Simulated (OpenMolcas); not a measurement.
## Ar3+: effect of the IPEA shift

```
Program             : OpenMolcas 26.06
Basis               : ANO-RCC-VTZP [5s4p2d1f]
Scalar Hamiltonian  : DKH2, point nucleus
Active space        : 5 electrons in 4 orbitals (3s 3p)
State averaging     : 2S+1 = 4 odd, 1 root; 2S+1 = 2 odd, 8 roots; 2S+1 = 4 even, 3 roots; 2S+1 = 2 even, 9 roots
Spin-orbit coupling : RASSI with atomic mean-field integrals over the reference wave functions, term energies averaged over their components
```

Methods on the same reference wave functions:
A. CASSCF
B. SS-CASPT2, IPEA 0 Eh, imaginary shift 0.1 Eh (closed shells correlated: 2s 2p)
C. SS-CASPT2, IPEA 0.25 Eh, imaginary shift 0.1 Eh (closed shells correlated: 2s 2p)

Energies in cm⁻¹ above 3s² 3p³ ⁴S°_3/2, the measured ground level; measured values from Saloman, J. Phys. Chem. Ref. Data 39, 033101 (2010).

```tsv
Level	A	B	C	Measured
3s² 3p³ ⁴S°_3/2	0.0	0.0	0.0	0.0
3s² 3p³ ²D°_3/2	25996	22410	22110	21091
3s² 3p³ ²D°_5/2	26144	22520	22220	21220
3s² 3p³ ²P°_1/2	36342	36340	35740	34855
3s² 3p³ ²P°_3/2	36485	36450	35850	35032
3s 3p⁴ ⁴P_5/2	126026	121350	122060	117563
3s 3p⁴ ⁴P_3/2	126971	122300	123010	118516
3s 3p⁴ ⁴P_1/2	127514	122840	123550	119043
3s 3p⁴ ²D_3/2	176873	153240	158960	145921
3s 3p⁴ ²D_5/2	176894	153260	158980	145999
3s 3p⁴ ²S_1/2	202698	186310	191790	177832
3s 3p⁴ ²P_3/2	224695	201530	206310	222956
3s 3p⁴ ²P_1/2	225833	202680	207470	224019
```

Deviations, from unrounded energies. A percentage is the sum of absolute deviations over the sum of measured energies, with the sign that they share, or ± where signs differ.

```json
{"Against measurement": "mean absolute deviation (cm-1)", "Levels": "12", "A": "11000", "B": "6900", "C": "7500"}
{"Against measurement": "other terms of the ground configuration (%)", "Levels": "4", "A": "+11.4", "B": "+4.9", "C": "+3.3"}
{"Against measurement": "other configurations (%)", "Levels": "8", "A": "+9.1", "B": "±6.1", "C": "±6.8"}
```

B lies closest to measurement on these levels and A furthest from it. The largest miss of B in the table is 3s 3p⁴ ²P_3/2, by -21000 cm-1. The ranking rests on the paired levels alone, and a cruder setting can come out closer through cancelling errors.

Between B and C the level of the table that moves most is 3s 3p⁴ ²D_3/2, by 5700 cm-1 (lowest in B, highest in C). Moves below CASPT2's spread within the term are not significant.

The mean deviations of B to C differ by less than CASPT2's widest spread within a term (1400 cm-1), so their order carries little weight.

From A to B the spin-free energies of the other terms of 3s² 3p³ shown, above ⁴S°, scale by factors of 0.86 to 1.00.

The lowest spin-free term lies below A's lowest term by 0.150 hartree in B, 0.139 hartree in C.

CASPT2 breaks the degeneracy within a term, and the mean is taken; among the terms shown or strongly mixed into the levels shown the widest spread is 1400 cm-1 (3s 3p⁴ ²D, B). Over all roots computed the reference weight is 0.82 to 0.96 in B, 0.89 to 0.97 in C; the roots of lowest weight are the least certain, and an intruder state may touch them. Terms of s pⁿ other than that of highest spin mix with s² pⁿ⁻² d, which this space lacks; all of them can be thousands of cm-1 off, and some have no real level of that name. Measured partners are found by configuration, term and J. A level has none where our copy of the source lacks it or the pairing is in doubt (some pairs that miss far off the trend of their configuration count as doubtful), and it then counts in no deviation. Only configurations of the active space appear.

° marks odd parity.
